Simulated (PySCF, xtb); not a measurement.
Al(H)(Me)(PH2) (CH₆AlP), SMILES [CH3][AlH][PH2].

GFN2-xTB (xtb 6.7.1) at its own geometry gives an orbital gap of 3.75 eV and a dipole moment of 2.57 D.

Geometry optimised at B3LYP-D3(BJ)/def2-SVP. One conformer was computed; it need not be the lowest.

What does r2SCAN/def2-TZVPD run with PySCF give? (The exact figures need the calculation; the answer reports its results.)

gap 4.50 eV (levels -6.21 and -1.71 eV), dipole 1.20 D.
